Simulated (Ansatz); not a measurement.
C2H5NSi, SMILES `C=C[Si]N` (lower singlet) (charge 0, multiplicity 1). This singlet lies 1.79 eV below the relaxed triplet at the level B3LYP/cc-pVTZ // PBE0-D3(BJ)/def2-TZVP (Ansatz, an electronic-structure program).

Level of theory: r2SCAN0/cc-pVTZ // PBE0-D3(BJ)/def2-TZVP run with Ansatz.

Ansatz 0.2 input:
```yaml
crystal:
  periodic: [false, false, false]
  atoms:
    - { symbol: C, position_ang: [1.862604, 0.339548, 0.165855] }
    - { symbol: C, position_ang: [0.651695, -0.043346, -0.244839] }
    - { symbol: Si, position_ang: [-0.849201, 0.512586, 0.747023] }
    - { symbol: N, position_ang: [-2.062627, -0.231146, -0.201868] }
    - { symbol: H, position_ang: [2.780799, 0.064747, -0.347373] }
    - { symbol: H, position_ang: [1.98171, 0.958116, 1.053634] }
    - { symbol: H, position_ang: [0.58877, -0.663562, -1.141571] }
    - { symbol: H, position_ang: [-1.913561, -0.785183, -1.032665] }
    - { symbol: H, position_ang: [-3.040194, -0.151762, 0.028529] }
basis:
  gaussian: { orbitals: cc-pVTZ }
hamiltonian:
  xc: r2scan0
```

Output:

```
Functional definition: r2SCAN0
1108 factors; their error is unknown
mean field evaluation 1: about -11511.0297 eV, gradient 6.7e1 eV
mean field evaluation 2: about -11502.2422 eV, gradient 8.7e1 eV
mean field evaluation 4: about -11520.3385 eV, gradient 5.1e0 eV
mean field evaluation 8: about -11520.4040 eV, gradient 2.0e-1 eV
mean field evaluation 16: about -11520.4326 eV, gradient 1.9e-5 eV
mean field -11520.43264836 eV, -423.3680909976 hartree, gradient 1.9e-5 eV, S^2 0.000000; 0 other end points of the search recorded, 0 dependent functions left out
reference -11520.43265673 eV, -423.3680913049 hartree; 19, 19 occupied and 175, 175 virtual orbitals, 1108 factors
Total energy: -11520.43265673 eV, -423.3680913049 hartree
```
